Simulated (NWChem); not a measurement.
Program: NWChem. System: 1,3-disilacyclobutane (C$_{2}$H$_{8}$Si$_{2}$), charge 0, spin multiplicity 1, at a geometry optimised with PBE0/def2-SVP. Level: TD-PBE/6-31+G* (spherical d).

The NWChem input:

```
start mol
memory heap 200 mb stack 900 mb global 1100 mb
geometry units angstroms nocenter noautoz
  C      0.000000     1.358864    -0.159073
  Si     1.315124     0.000000     0.075781
  C      0.000000    -1.358864    -0.159073
  Si    -1.315124     0.000000     0.075781
  H      0.000000     1.745483    -1.192069
  H      0.000000     2.214867     0.530343
  H      2.446228     0.000000    -0.905361
  H      1.881445     0.000000     1.460585
  H      0.000000    -1.745483    -1.192069
  H      0.000000    -2.214867     0.530343
  H     -2.446228     0.000000    -0.905361
  H     -1.881445     0.000000     1.460585
  symmetry group C2v
end
basis spherical
  * library 6-31+g*
end
dft
  xc xpbe96 cpbe96
  semidirect memsize 60000000 filesize 0
  iterations 100
end
tddft
  rpa
  nroots 8
  notriplet
  thresh 1e-4
end
task tddft energy
```

NWChem printed:

```
             Northwest Computational Chemistry Package (NWChem) 7.3.0
             --------------------------------------------------------

                                NWChem Input Module
                                -------------------

 Scaling coordinates for geometry "geometry" by  1.889725989
 (inverse scale =  0.529177249)

 Turning off AUTOSYM since
 SYMMETRY directive was detected!

                             Geometry "geometry" -> ""
                             -------------------------

 Output coordinates in angstroms (scale by  1.889725989 to convert to a.u.)

  No.       Tag          Charge          X              Y              Z
 ---- ---------------- ---------- -------------- -------------- --------------
    1 C                    6.0000     0.00000000     1.35886400    -0.15907300
    2 Si                  14.0000     1.31512400     0.00000000     0.07578100
    3 C                    6.0000     0.00000000    -1.35886400    -0.15907300
    4 Si                  14.0000    -1.31512400     0.00000000     0.07578100
    5 H                    1.0000     0.00000000     1.74548300    -1.19206900
    6 H                    1.0000     0.00000000     2.21486700     0.53034300
    7 H                    1.0000     2.44622800     0.00000000    -0.90536100
    8 H                    1.0000     1.88144500     0.00000000     1.46058500
    9 H                    1.0000     0.00000000    -1.74548300    -1.19206900
   10 H                    1.0000     0.00000000    -2.21486700     0.53034300
   11 H                    1.0000    -2.44622800     0.00000000    -0.90536100
   12 H                    1.0000    -1.88144500     0.00000000     1.46058500

 Effective nuclear repulsion energy (a.u.)     219.3290927937

            Nuclear Dipole moment (a.u.)
            ----------------------------
        X                 Y               Z
 ---------------- ---------------- ----------------
    -0.0000000000     0.0000000000    -0.0000226767

      Symmetry information
      --------------------

 Group name             C2v
 Group number             16
 Group order               4
[...]
  ----------------------------------------------------------------------------
  Root   6 singlet a1             0.246955188 a.u.                6.7200 eV
  ----------------------------------------------------------------------------
     Transition Moments    X -0.00000   Y -0.00000   Z -0.12907
     Transition Moments   XX -2.90610  XY  0.00000  XZ  0.00000
     Transition Moments   YY  3.26963  YZ  0.00000  ZZ -0.15481
     Dipole Oscillator Strength                    0.0027428650
     Electric Quadrupole                           0.0000007677
     Magnetic Dipole                               0.0000000000
     Total Oscillator Strength                     0.0027436327

          sigma_e =   3.3932 Angstrom
          sigma_h =   1.7993 Angstrom
         |d_h->e| =   0.1052 Angstrom
            d_exc =   3.8538 Angstrom
            d_CD1 =   1.6991 Angstrom
            d_CD2 =  -2.4910 Angstrom
            d_CD3 =   3.9591 Angstrom
     Pearson C.C. =  -0.0074

     Occ.   22  b2  ---  Virt.   25  b2   0.93612 X
     Occ.   22  b2  ---  Virt.   34  b2   0.06525 X
     Occ.   23  a2  ---  Virt.   30  a2  -0.07723 X
     Occ.   24  b1  ---  Virt.   28  b1   0.32818 X
  ----------------------------------------------------------------------------
  Root   7 singlet a1             0.248210518 a.u.                6.7542 eV
  ----------------------------------------------------------------------------
     Transition Moments    X -0.00000   Y -0.00000   Z -0.00723
     Transition Moments   XX  5.03800  XY -0.00000  XZ  0.00000
     Transition Moments   YY -0.71833  YZ  0.00000  ZZ  0.84113
     Dipole Oscillator Strength                    0.0000086562
     Electric Quadrupole                           0.0000007218
     Magnetic Dipole                               0.0000000000
     Total Oscillator Strength                     0.0000093780

          sigma_e =   4.0496 Angstrom
          sigma_h =   2.0217 Angstrom
         |d_h->e| =   0.2206 Angstrom
            d_exc =   4.5228 Angstrom
            d_CD1 =   2.2485 Angstrom
            d_CD2 =  -2.8150 Angstrom
            d_CD3 =   4.7434 Angstrom
     Pearson C.C. =   0.0049

     Occ.   21  a1  ---  Virt.   27  a1  -0.05235 X
     Occ.   22  b2  ---  Virt.   25  b2   0.33520 X
     Occ.   23  a2  ---  Virt.   30  a2   0.05067 X
     Occ.   24  b1  ---  Virt.   28  b1  -0.93642 X
  ----------------------------------------------------------------------------
  Root   8 singlet b2             0.253998470 a.u.                6.9117 eV
  ----------------------------------------------------------------------------
     Transition Moments    X -0.00000   Y -0.20497   Z  0.00000
     Transition Moments   XX -0.00000  XY -0.00000  XZ  0.00000
     Transition Moments   YY -0.00000  YZ -0.11719  ZZ  0.00000
     Dipole Oscillator Strength                    0.0071142774
     Electric Quadrupole                           0.0000000012
     Magnetic Dipole                               0.0000027485
     Total Oscillator Strength                     0.0071170271

          sigma_e =   3.2161 Angstrom
          sigma_h =   2.2474 Angstrom
         |d_h->e| =   0.3584 Angstrom
            d_exc =   3.9263 Angstrom
            d_CD1 =   1.3271 Angstrom
            d_CD2 =  -2.3733 Angstrom
            d_CD3 =   4.2847 Angstrom
     Pearson C.C. =   0.0074

     Occ.   21  a1  ---  Virt.   25  b2  -0.89032 X
     Occ.   22  b2  ---  Virt.   26  a1  -0.44350 X
     Occ.   22  b2  ---  Virt.   27  a1   0.06538 X
     Occ.   24  b1  ---  Virt.   30  a2   0.05897 X

              Target root =      1
          Target symmetry = none
      Ground state energy =   -659.545930831474
        Excitation energy =      0.207488438880
     Excited state energy =   -659.338442392593

  stored tddft:energy   -659.33844239259327

 Task  times  cpu:      159.2s     wall:      159.2s

 Total times  cpu:      159.3s     wall:      159.3s
```
